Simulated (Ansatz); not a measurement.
Abridged output of a molecular run in Ansatz:

```
Functional definition: HF
933 factors; integrals over basis functions are off by at most 7.4e-4 eV
mean field evaluation 1: about -20933.9172 eV, gradient 6.4e1 eV
mean field evaluation 2: about -20934.0421 eV, gradient 6.4e1 eV
mean field evaluation 4: about -20942.3810 eV, gradient 8.0e0 eV
mean field evaluation 8: about -20942.5457 eV, gradient 6.6e-1 eV
mean field -20942.54752803 eV, -769.6244262864 hartree, gradient 2.8e-6 eV, S^2 0.000000; 0 other end points of the search recorded, 0 dependent functions left out
8 core orbitals not correlated: weight in the atoms' cores, before any rotation towards them, 1.000 or more for the frozen orbitals, at most 0.000 for the correlated occupied ones
reference -20942.54752803 eV, -769.6244262864 hartree; 20, 20 occupied and 68, 68 virtual orbitals, 933 factors
second order -27.61316140 eV of doubles, -0.00000000 eV of singles
cycle   1  -25.88928958 eV  change     1.7e0 eV  update   2.3e-1
cycle   2  -26.95381084 eV  change    -1.1e0 eV  update   1.3e-1
cycle   3  -27.17997216 eV  change   -2.3e-1 eV  update   3.3e-2
cycle   4  -27.18293800 eV  change   -3.0e-3 eV  update   1.1e-2
cycle   5  -27.17359271 eV  change    9.3e-3 eV  update   3.2e-3
cycle   6  -27.17452367 eV  change   -9.3e-4 eV  update   1.5e-3
cycle   7  -27.17455442 eV  change   -3.1e-5 eV  update   8.1e-4
cycle   8  -27.17439258 eV  change    1.6e-4 eV  update   3.4e-4
cycle   9  -27.17444215 eV  change   -5.0e-5 eV  update   1.6e-4
cycle  10  -27.17454384 eV  change   -1.0e-4 eV  update   6.6e-5
cycle  11  -27.17443593 eV  change    1.1e-4 eV  update   2.9e-5
cycle  12  -27.17442114 eV  change    1.5e-5 eV  update   1.3e-5
perturbative correction -1.06267617 eV, -0.0390526289 hartree
Total energy: -20970.78462533 eV, -770.6621204726 hartree
```

Its atoms:

```xyz
6

N     1.1594   -0.3515    0.4304
Nb   -0.3642    0.1215   -0.2322
F    -0.1176    1.7538   -1.0920
F    -0.8894   -1.2042   -1.4285
Cl   -1.8402    0.3083    1.5109
H     2.0521   -0.6278    0.8114
```

Which basis set was used?
A. def2-TZVPPD
B. def2-SVP
C. cc-pV(T+d)Z
D. cc-pV(Q+d)Z

B. It gives 96 functions.

Write the keys of the input that set method, charge and spin (a neutral closed shell needs none for the last two).


```yaml
correlation: {method: ccsd_t}
```
